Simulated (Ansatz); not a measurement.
CH3O2 (SMILES O=C[OH2+]) moved off its minimum; all values from Ansatz (a program for electronic structure), cores frozen in correlated methods.
(charge 1, multiplicity 1)
```xyz
6

O      0.9628     0.8126    -0.2037
C      0.5237    -0.1752     0.2365
O     -0.9508    -0.4988    -0.0389
H      0.8781    -1.0419     0.8405
H     -1.5302    -1.0425     0.5365
H     -1.5920     0.2339    -0.3992
```

Question: Give the forces (eV/Å), the total energy and the dipole at CCSD(T)/cc-pVTZ.

Answer: 
```
atom      Fx      Fy      Fz
----  ------  ------  ------
O1    -0.555  -1.083   0.394
C2     1.381   0.446   0.473
O3    -3.366   1.434  -1.053
H4    -0.071   0.693  -0.498
H5     0.689  -0.266   0.191
H6     1.923  -1.224   0.494
```
Energy -189.7580 hartree.
